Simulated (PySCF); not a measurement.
Compound: C2H11BN2.
Geometry (PBE0-D3(BJ)/def2-SVP, Å), atoms numbered from 1 in this order:
```xyz
16
C2H11BN2 angstrom
C     -0.7188    1.7460    0.3622
N     -0.3971    0.3203    0.3196
C     -1.4985   -0.5068   -0.1635
B      1.0308    0.0489   -0.5381
N      2.0967    0.8326    0.1513
H      0.1829    2.2724    0.7024
H     -0.9633    2.0796   -0.6559
H     -1.5685    1.9538    1.0319
H     -0.1455    0.0287    1.2659
H     -2.4123   -0.3597    0.4337
H     -1.1949   -1.5609   -0.1334
H     -1.7020   -0.2404   -1.2099
H      0.7324    0.4360   -1.6707
H      1.1465   -1.1768   -0.4597
H      2.8276    0.2837    0.5889
H      2.5376    1.5556   -0.4050
```

The calculation used PBE0-D3(BJ)/def2-SVP geometry optimisation, gas phase in PySCF.

Take the most abundant isotopes and a rigid rotor. The values belong to one conformer with, in the numbering `[CH3:1][NH+:2]([CH3:3])[BH2-:4][NH2:5]`, C1–N2–B4–N5 58°, N2–B4–N5–H 114° and -118°.

(1) Give the principal moments of inertia and the rotational constants in cm⁻¹.

(2) What kind of rotor is it?

(3) What does the inertial defect say?

(4) Give the other two planar moments, Paa and Pbb, and the rms extents of the mass along the axes.

(5) Where do the levels up to J = 2 lie, in cm⁻¹?

(6) Predict some low-J microwave lines.

(7) Estimate the classical rotational partition function at 25 K, 50 K and 298.15 K.

Results:

(1) Ia = 65.45, Ib = 151.90, Ic = 194.86 u·Å²; 505379 MHz·u·Å²/I gives 7722, 3327 and 2593 MHz, that is A = 0.25758, B = 0.11098, C = 0.08651 cm⁻¹.

(2) An asymmetric top: κ = (2 × 3327 − 7722 − 2593)/(7722 − 2593) = -0.71.

(3) Not planar: Δ = Ic − Ia − Ib = -22.48 u·Å². For a rigid frame Δ = −2 Σ m c², so Σ m c² = 11.24 u·Å² lies off the ab plane: 8.28 from hydrogen and 2.96 from heavier atoms. The atom farthest from that plane is 1.55 Å away.

(4) Paa = Σ m a² = (Ib + Ic − Ia)/2 = 140.66 and Pbb = Σ m b² = (Ia + Ic − Ib)/2 = 54.20 u·Å². With the mass M = 74.10 u, the rms extents √(P/M) along a, b and c are 1.38, 0.86, 0.39 Å.

(5) Above 0(0,0):
J = 1: 1(0,1) 0.1975, 1(1,1) 0.3441, 1(1,0) 0.3686
J = 2: 2(0,2) 0.5896, 2(1,2) 0.7146, 2(1,1) 0.7880, 2(2,1) 1.2278, 2(2,0) 1.2306
Those of J = 1 are B + C, A + C and A + B.

(6) The dipole components are |μa| = 2.67 D, |μb| = 1.76 D, |μc| = 1.51 D. The squared components, which scale the intensities, stand as 1.00 : 0.44 : 0.32 (a : b : c). Some lines, for components of 0.1 D or more:

| type | branch | J(Ka,Kc) | MHz | lower level (cm⁻¹) |
| --- | --- | --- | --- | --- |
| b | Q | 3(1,2) ← 3(0,3) | 7321 | 1.171 |
| b | Q | 2(2,1) ← 2(1,2) | 15386 | 0.715 |
| a | R | 3(1,3) ← 2(1,2) | 16611 | 0.715 |
| a | R | 3(0,3) ← 2(0,2) | 17431 | 0.590 |
| b | Q | 5(2,4) ← 5(1,5) | 20047 | 2.921 |
| b | Q | 3(3,0) ← 3(2,1) | 23451 | 1.834 |
| a | R | 4(3,2) ← 3(3,1) | 23834 | 2.616 |
| a | R | 4(3,1) ← 3(3,0) | 23870 | 2.616 |
| b | R | 5(1,5) ← 4(0,4) | 29549 | 1.935 |
| a | R | 5(4,2) ← 4(4,1) | 29790 | 4.519 |
| a | R | 5(3,3) ← 4(3,2) | 29834 | 3.411 |
| c | R | 5(2,3) ← 4(1,3) | 42838 | 2.248 |
| b | R | 5(2,3) ← 4(1,4) | 50131 | 2.005 |
| b | R | 5(5,1) ← 4(4,0) | 72473 | 4.519 |

(7) Point group C1, symmetry number σ = 1; q = (√π/σ)·√((kT/h)³/(ABC)), k/h = 20836.6 MHz/K: 2580 at 25 K, 7300 at 50 K, 106000 at 298.15 K.

Not checked by PBE0-D3(BJ)/def2-SVP frequencies. No vibrational averaging or centrifugal distortion is included, and the geometry carries the error of its method. A rigid rotor knows nothing of inversion at nitrogen or internal rotation, which can split or shift real lines. Quadrupole hyperfine structure (11B, 14N) is left out.

On Arm Neoverse V1, one thread, shared host, this took 41 s wall and 0.50 GiB of memory at its peak. These figures are those of the optimisation.
